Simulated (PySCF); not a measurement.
(1E)-2-chloro-1-iodobuta-1,3-diene (C₄H₄ClI), SMILES C=C/C(Cl)=C\I.

Geometry optimised at PBE0-D3(BJ)/def2-SVP. The def2 effective core potentials stand for the cores of I; spin–orbit coupling is left out. The values are those of a single conformer.

Computed with PBE/def2-TZVP in PySCF.

The molecule is in vacuum.

Computed frontier levels, gap, dipole moment and polarisability:
```
Item                                                                                                            Result
---------------------------------------------------------------------------------------------  -----------------------
highest occupied level                                                                                        -5.79 eV
lowest empty level                                                                                            -2.50 eV
orbital gap                                                                                                    3.29 eV
dipole moment                                                                                                   0.66 D
quadrupole, principal values (traceless, Buckingham form, about the centre of nuclear charge)    -5.98, 0.10, 5.88 D·Å
mean static polarisability                                                                      100.9 bohr³ (14.96 Å³)
polarisability, principal values                                                               56.3, 93.1, 153.4 bohr³
```
